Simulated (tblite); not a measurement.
Isomers of [C9H11]+ (charge +1). Level: GFN2-xTB in tblite, geometry and Hessian alike; calculated harmonic values, unscaled, isolated species. Errors from tens to a few hundred cm⁻¹ against measured bands are possible. One conformer each.

Electronic energies: GFN2-xTB at the same geometries; isomer energies are rough at this level and their order can be wrong.

| SMILES | electronic energy, lowest = 0 (kJ/mol) |
| --- | --- |
| C[CH+]c1cccc(C)c1 | 0.0 |
| C=CC[C@H]1C=CC=C[CH+]1 | 121.3 |
| C1=CC[C+](C2CC2)C=C1 | 36.2 |

**Question.** How do GFN2-xTB zero-point energies change the relative energies?

**Answer.** 
```tsv
SMILES	ZPE (kJ/mol)	of it from modes above 1550 cm⁻¹	electronic (kJ/mol)	with ZPE, lowest = 0 (kJ/mol)	lowest mode (cm⁻¹)	rings
C[CH+]c1cccc(C)c1	436.2	209.9	0.0	0.0	59	1
C1=CC[C+](C2CC2)C=C1	441.1	211.0	36.2	41.0	78	2
C=CC[C@H]1C=CC=C[CH+]1	436.0	220.4	121.3	121.1	49	1
```

The zero-point energies span 5.1 kJ/mol, from `C=CC[C@H]1C=CC=C[CH+]1` to `C1=CC[C+](C2CC2)C=C1`. The order is unchanged.
